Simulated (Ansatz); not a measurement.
Reaction (cleavage of the Si–B bond): `NB[SiH2]N` + `[OH][GeH3]` → `N[SiH2][O][GeH3]` + `BN`

Calculated with Ansatz (gas phase, PBE0-D4/def2-TZVP geometries, no zero-point term in ΔE). CCSD(T)/CBS is the MP2 limit (def2-TZVPP, def2-QZVPP) plus CCSD(T) − MP2 in def2-TZVPP, frozen cores. This one scheme is used for every species. DFT in def2-TZVPP. For Ge outer-core shells are correlated without core-valence functions, which leaves a few kJ/mol of doubt a bond. Scalar relativity is left out up to krypton. One conformer a species, not always the lowest.

`NB[SiH2]N`:

Z-matrix (Å, degrees):
```
Si
B 1 2.022
N 1 1.737 2 116.7
H 1 1.493 2 110.1 3 120.1
H 1 1.499 2 108.9 3 -122.2
N 2 1.388 1 120.3 3 126.2
H 2 1.202 1 122.7 3 -53.2
H 3 1.008 1 118.8 2 -54.1
H 3 1.008 1 117.6 2 82.2
H 6 1.007 2 123.6 1 179.6
H 6 1.007 2 123.1 1 0.3
```

`[OH][GeH3]`:

Cartesian coordinates in Å:
```
O -0.827 0.774 -0.774
Ge 0.284 -0.082 0.326
H -1.209 0.195 -1.438
H 0.773 1.003 1.289
H 1.450 -0.692 -0.475
H -0.472 -1.199 1.072
```

`N[SiH2][O][GeH3]`:

Z-matrix (Å, degrees):
```
Si
O 1 1.638
N 1 1.704 2 113.9
H 1 1.487 2 108.7 3 119.5
H 1 1.487 2 108.7 3 -119.5
Ge 2 1.772 1 135.0 3 -179.6
H 3 1.007 1 120.7 2 73.5
H 3 1.007 1 120.7 2 -73.6
H 6 1.538 2 108.8 1 -60.5
H 6 1.533 2 105.7 1 179.8
H 6 1.538 2 108.8 1 60.1
```

`BN`:

Cartesian coordinates in Å:
```
B 0.142 -0.573 0.342
N -0.146 0.590 -0.352
H 1.130 -1.188 0.060
H -0.603 -0.934 1.206
H -0.958 1.155 -0.167
H 0.435 0.951 -1.089
```

Problem. Is it downhill or uphill in electronic energy at CCSD(T)/CBS, and by how much? (An estimate is asked.)

Solution. Computed: Downhill: ΔE = -36.6 kcal/mol.

Problem. What do these levels give: PBE-D4, PBE0-D4, ωB97X-V, B2PLYP, PBE, r2SCAN, PBE0, HF/def2-TZVPP, SCS-MP2/def2-TZVPP, CCSD(T)/def2-TZVPP, HF/def2-QZVPP, CCSD/CBS(def2)? (Best estimate.)

Solution. Ansatz gave: PBE-D4 -31.1, PBE0-D4 -33.2, ωB97X-V -36.0, B2PLYP -37.5, PBE -30.8, r2SCAN -35.5, PBE0 -33.0, HF/def2-TZVPP -42.3, SCS-MP2/def2-TZVPP -38.8, CCSD(T)/def2-TZVPP -36.7, HF/def2-QZVPP -42.7, CCSD/CBS(def2) -37.3 kcal/mol.

Largest T1 diagnostic among the species: 0.013.

From PBE to PBE0 (25 % exact exchange), in def2-TZVPP and without D4, ΔE moves by −2.2 kcal/mol. In def2-TZVPP, CCSD(T) changes the Hartree–Fock value by +5.6 kcal/mol (the triples alone add +0.7 kcal/mol) and MP2 by +3.9 kcal/mol.
